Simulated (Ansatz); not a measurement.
`[F][Ga]([Cl])[Cl]` + ethanol → `CC[O][Ga]([F])[Cl]` + HCl at 400 K and 1 bar (ligand exchange at a Ga–Cl bond).

Computed with Ansatz on PBE0-D4/def2-TZVP structures; ΔE is electronic, products minus reactants. CCSD(T)/CBS is the MP2 limit (def2-TZVPP, def2-QZVPP) plus CCSD(T) − MP2 in def2-TZVPP, frozen cores. This one scheme is used for every species. For Ga outer-core shells are correlated without core-valence functions, which leaves a few kJ/mol of doubt a bond. Scalar relativity is left out up to krypton. Each species was taken in one conformer, which may not be the lowest.

```tsv
species	CCSD(T)/CBS energy (Eh)	H − E (kJ/mol)	S (J/(mol·K))
`[F][Ga]([Cl])[Cl]`	-2943.43698	36.5	345.6
`CCO`	-154.88256	231.6	290.7
`CC[O][Ga]([F])[Cl]`	-2637.91891	231.4	433.5
HCl	-460.38127	29.6	195.4
```

H − E and S are ideal-gas, rigid-rotor, harmonic terms from PBE0-D4/def2-TZVP, for one conformer and one mirror image of each species. 1 Eh = 2625.50 kJ/mol, R = 8.31446 J/(mol·K).

By hand: ΔE, ΔH, ΔS and ΔG.

ΔE = (-2637.91891) + (-460.38127) − (-2943.43698) − (-154.88256) = 0.01936 Eh = 50.8 kJ/mol. Δ(H − E) = 231.4 + 29.6 − 36.5 − 231.6 = -7.1, so ΔH = 43.7 kJ/mol. ΔS = 433.5 + 195.4 − 345.6 − 290.7 = -7.4 J/(mol·K). ΔG = 43.7 − 400 × (-7.4)/1000 = 46.7 kJ/mol.

By hand: the equilibrium constant, and the temperature at which ΔG would vanish if ΔH and ΔS stayed fixed.

log₁₀ K = −ΔG/(RT ln 10) = -6.1. ΔH and −TΔS have one sign here, so there is no such temperature.

The number of gas molecules stays the same, so ΔS is small and ΔH decides. A doubt of 5 kJ/mol in ΔE shifts log₁₀ K by 0.7 here. Other conformers and mirror images would add mixing entropy, several J/(mol·K) or more a flexible species. Modes under 60 cm⁻¹, often nearly free rotors, make the harmonic entropy too high. These are equilibria of isolated gas molecules and say nothing of rates. Largest T1 diagnostic: 0.013 (customary marks: 0.02 for closed shells, 0.045 for open ones).

ΔS is within the doubt of such terms, so its sign, and with it that verdict, could turn.
